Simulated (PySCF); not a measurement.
Computed with PBE0-D3(BJ)/def2-TZVP // PBE0-D3(BJ)/def2-SVP (PySCF 2.14.0). Isolated molecules, 0 K electronic values unless said otherwise. Excitations are Tamm–Dancoff values on a coarser integration grid. The basis has no diffuse functions, so Rydberg states are missing or too high.

Reference species (SMILES): `[SiH3]c1c(Cl)ccc2ccsc12` (neutral, multiplicity 1).

- S1–T1 gap (TDA) = 1.38 eV
- HOMO = -6.52 eV
- LUMO = -1.30 eV

Changed species: `[SiH3]c1cc2cc(Cl)ccc2s1`.

What does the change do to the S1–T1 gap (TDA), HOMO and LUMO?

the S1–T1 gap (TDA) decreases by 0.16 eV, to 1.22 eV; the HOMO decreases by 0.10 eV, to -6.62 eV; the LUMO decreases by 0.16 eV, to -1.46 eV.
